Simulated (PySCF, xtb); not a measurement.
C4H6ClF, SMILES C/C(Cl)=C(\C)F.

GFN2-xTB run with xtb 6.7.1 at its own geometry gives an orbital gap of 4.59 eV and a dipole moment of 3.45 D.

Geometry: B3LYP-D3(BJ)/def2-SVP.

Q: What does PySCF with PBE0/def2-TZVP give? (An estimate is asked for; the answer gives what the named calculation found.)

A: gap 7.15 eV (levels -6.82 and 0.33 eV), dipole 2.99 D.
